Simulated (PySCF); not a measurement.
A side-by-side comparison of computed properties.

First species: ZnMe(CN), C₂H₃NZn (singlet state).
Structure used (PBE0-D3(BJ)/def2-SVP), in Å, numbered top down from 1:
```xyz
7
C2H3NZn angstrom
Zn     0.0043    0.0012   -0.5540
C     -0.0021   -0.0152    1.3711
H      0.7730    0.6557    1.7730
H      0.1913   -1.0281    1.7569
H     -0.9762    0.3177    1.7619
C      0.0034    0.0228   -2.4737
N      0.0065    0.0460   -3.6353
```

Second species: C3H9NOSi.
Cartesian coordinates in Å at the PBE0-D3(BJ)/def2-SVP level; atoms count from 1:
```
atom  x, y, z in Å
C1    -0.8367    1.0063   -0.4529
N2    -0.5653   -0.2088    0.2610
C3    -1.7031   -0.9578    0.7350
C4     0.6938   -0.6695    0.5253
O5     0.9011   -1.6957    1.1511
Si6    2.2445    0.3116   -0.0944
H7    -1.4359    0.8132   -1.3599
H8    -1.3925    1.7250    0.1748
H9     0.0969    1.4924   -0.7688
H10   -1.3290   -1.8554    1.2426
H11   -2.3020   -0.3608    1.4442
H12   -2.3549   -1.2546   -0.1042
H13    3.4281   -0.4878    0.3176
H14    2.2401    0.4843   -1.5815
H15    2.3058    1.6736    0.5238
```

Levels: PBE0/def2-SVPD for dipole moment, HOMO energy, LUMO energy, HOMO–LUMO gap, static isotropic polarisability and electronic spatial extent ⟨r²⟩ about the centre of nuclear charge; TDDFT PBE0/def2-SVPD for lowest singlet excitation; TDA PBE0/def2-SVPD for lowest triplet excitation (Tamm–Dancoff); PBE0-D3(BJ)/def2-SVP for rotational constant A and rotational constant C. Geometries: PBE0-D3(BJ)/def2-SVP. Each structure is a single optimised conformer of the isolated species, non-relativistic unless stated; the electronic structure was computed with PySCF and density fitting.

The conformers computed, where there is a choice (atom-mapped SMILES and torsion angles):
- `[CH3:1][N:2]([CH3:3])[C:4](=[O:5])[SiH3:6]`: C1–N2–C4–O5 179°

```tsv
property	column X	column Y
dipole moment	3.72 D	4.27 D
HOMO energy	-7.07 eV	-8.81 eV
LUMO energy	-0.27 eV	-1.16 eV
HOMO–LUMO gap	6.80 eV	7.65 eV
lowest singlet excitation	4.85 eV	6.33 eV
lowest triplet excitation (Tamm–Dancoff)	4.21 eV	5.50 eV
static isotropic polarisability	79.6 au	49.3 au
electronic spatial extent ⟨r²⟩ about the centre of nuclear charge	840 bohr²	531 bohr²
rotational constant A	4.355 GHz	157.914 GHz
rotational constant C	1.485 GHz	2.225 GHz
```

**Question.** Which column belongs to which species?

**Answer.** Column X is the second species and column Y the first. The first has 7 atoms and 52 electrons, the second 15 and 56.

**Question.** How does each property change from the first species to the second?

**Answer.** dipole moment -0.55 D; HOMO energy +1.74 eV; LUMO energy +0.89 eV; HOMO–LUMO gap -0.85 eV; lowest singlet excitation -1.48 eV; lowest triplet excitation (Tamm–Dancoff) -1.29 eV; static isotropic polarisability +30.3 au; electronic spatial extent ⟨r²⟩ about the centre of nuclear charge +309 bohr²; rotational constant A -153.559 GHz; rotational constant C -0.740 GHz.

On the first: In atomic units the dipole is 1.68 e·bohr (1 au = 2.5417 D). S1 lies 1.32 eV below the HOMO–LUMO gap.

On the second: The vertical singlet–triplet gap S1 − T1 is 0.64 eV (TDDFT singlet less Tamm–Dancoff triplet; S1: HOMO→LUMO, weight 0.97; T1: HOMO→LUMO, weight 0.97). No computed singlet falls in the visible range (750 to 380 nm, 1.65 to 3.26 eV); S1 lies 1.59 eV above its blue end.
